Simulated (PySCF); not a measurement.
Species: C₆H₇F₃Si.
SMILES with atom numbers: `[CH3:1][C:2]1=[CH:3][SiH2:4][C:5]([C:6]([F:7])([F:8])[F:9])=[CH:10]1` (hydrogens: H11, H12, H13 on C1; H14 on C3; H15, H16 on Si4; H17 on C10)

Level: PBE0/pcSseg-1 and PBE0/def2-SVPD in PySCF, non-relativistic, on one gas-phase PBE0-D3(BJ)/def2-SVP geometry that isn't relaxed in the solvent. The solvent is an IEF-PCM continuum (cavity from Bondi-type radii × 1.2). Specific hydrogen bonds and non-electrostatic terms are outside this model.

Gas phase at PBE0/pcSseg-1: HOMO -7.23 eV, LUMO -2.01 eV, dipole 3.29 D.

Task: What does the continuum do to the energy, the frontier levels and the dipole at PBE0/pcSseg-1 in cyclohexane and benzene?

Result: 
```json
{"solvent": "cyclohexane", "ε": "2.017", "E(solvent) − E(gas) (kJ/mol)": "-5.30", "polarisation term (kJ/mol)": "-5.58", "distortion of the solute (kJ/mol)": "0.28", "HOMO (eV)": "-7.15", "LUMO (eV)": "-1.93", "dipole (D)": "3.59"}
{"solvent": "benzene", "ε": "2.271", "E(solvent) − E(gas) (kJ/mol)": "-6.02", "polarisation term (kJ/mol)": "-6.39", "distortion of the solute (kJ/mol)": "0.37", "HOMO (eV)": "-7.14", "LUMO (eV)": "-1.92", "dipole (D)": "3.63"}
```

Polarisation term: ½ Σ q·V over the induced surface charges. Distortion: the rise of the solute's own energy as its density leaves the gas-phase optimum. From cyclohexane to benzene the lowering changes by a factor 1.14, Onsager's factor (ε − 1)/(2ε + 1) by 1.14 and ε itself by 1.1.

Task: Which radius a makes the point-dipole formula ΔE = −[(ε − 1)/(2ε + 1)]·μ²/a³ give the value in benzene, with the gas-phase dipole?

Result: μ = 1.293 au and |ΔE| = 0.00229 Eh give a = 2.91 Å; the farthest nucleus lies 3.42 Å from the centroid of the nuclei, so such a sphere wouldn't even hold the nuclei. The formula assumes a rigid point dipole at the centre of a sphere.

Task: Which Hirshfeld charges (PBE0/pcSseg-1) respond most in benzene (means over atoms taken as equivalent)?

Result: 
| atoms | environment | gas (e) | solvent (e) | change |
| --- | --- | --- | --- | --- |
| C5 | fully substituted alkene carbon | -0.134 | -0.138 | -0.004 |
| H17 | vinylic hydrogen | +0.051 | +0.054 | +0.003 |
| H14 | vinylic hydrogen | +0.048 | +0.051 | +0.003 |
| F7/F8/F9 | fluorine of a CF3 group | -0.097 | -0.099 | -0.002 |
| C10 | alkene CH carbon | -0.029 | -0.026 | +0.003 |
| H11/H12/H13 | methyl hydrogen | +0.051 | +0.053 | +0.002 |

Gas phase at PBE0/def2-SVPD: HOMO -7.25 eV, LUMO -2.04 eV, dipole 3.45 D.

Task: What does the continuum do to the energy, the frontier levels and the dipole at PBE0/def2-SVPD in benzene?

Result: 
```
solvent      ε  E(solvent) − E(gas) (kJ/mol)  polarisation term (kJ/mol)  distortion of the solute (kJ/mol)  HOMO (eV)  LUMO (eV)  dipole (D)
benzene  2.271                         -5.95                       -6.37                               0.42      -7.15      -1.94        3.84
```

Task: How does the static polarisability (PBE0/def2-SVPD, frozen core, with the continuum's full static response) change?

Result: 
| medium | isotropic (au) | principal values (au) | ⟨r²⟩ of the electrons (bohr²) |
| --- | --- | --- | --- |
| gas | 97.7 | 71.5, 102.7, 118.8 | 1817.0 |
| benzene | 111.7 | 81.2, 117.4, 136.4 | 1816.6 |

The isotropic value in benzene is 1.14 times the gas-phase one; no cavity-field correction is applied. ⟨r²⟩ is taken about the centre of nuclear charge.

The run took 80 s on one thread of an Arm Neoverse N1, shared host, and the process peaked at 1.0 GiB of memory. This is the whole shielding run at PBE0/pcSseg-1 in benzene, SCF included.

Conformer computed: `[CH3:1][C:2]1=[CH:3][SiH2:4][C:5]([C:6]([F:7])([F:8])[F:9])=[CH:10]1`: Si4–C5–C6–F7 -179°.
